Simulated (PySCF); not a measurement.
A calculated (revPBE, PySCF 2.14, dyall-acv3z, the non-relativistic Hamiltonian (point nucleus)) atom or ion has these occupied shells.

| shell | electrons | orbital energy (eV) | rms radius, mean of both spins (bohr) |
| --- | --- | --- | --- |
| 1s α | 1 | -401.55 | 0.267 |
| 1s β | 1 | -400.43 | 0.267 |
| 2s α | 1 | -33.563 | 1.37 |
| 2s β | 1 | -30.068 | 1.37 |
| 2p α | 2 | -22.000 | 1.40 |

Problem. Name the element and its charge.

Solution. N⁺ (nitrogen, charge +1), in [He] 2s2 2p2, high-spin 3P determinant.
